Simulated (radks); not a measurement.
Results of a calculation; reference values are marked as such.
Ne I, 10 electrons, occupied as [Ne].

Level of theory: scalar-relativistic Kohn-Sham, MS2 meta-GGA, spin-polarised, spherical densities, finite nucleus; meta-GGA in the generalised Kohn-Sham scheme; Fermi nuclear charge, rms radius 3.0055 fm (a radial shooting solver on a logarithmic mesh with Libxc functionals).

Energy parts (eV):
total: -3513.460
kinetic: 3512.259
electron-nucleus: -8481.705
Hartree: 1796.601
exchange-correlation: -340.615

Orbitals (lengths in bohr, moments of r in powers of bohr):
orbital	occ.	eigenvalue (eV)	<1/r>	<r^2>
1s	2	-835.7977	9.640	0.03350
2s	2	-38.5437	1.640	0.9653
2p	6	-13.6200	1.435	1.279

The highest occupied level is 2p at -13.620 eV. The density falls to 0.001 e/bohr^3 at r = 2.95 bohr. Summed over all electrons, <r^2> = 9.671 bohr^2, which gives a Langevin (diamagnetic) susceptibility term of -7.66 x 10^-6 cm^3/mol. The electron density at the nucleus is 648.1 e/bohr^3 (large components only). For comparison, the ionisation energy in NIST's Atomic Spectra Database is 21.565 eV (measured). In exact Kohn-Sham theory the highest level is minus the ionisation energy, but local and semilocal functionals leave it too shallow, through self-interaction and a potential that decays too fast; potentials with the right tail come closer.
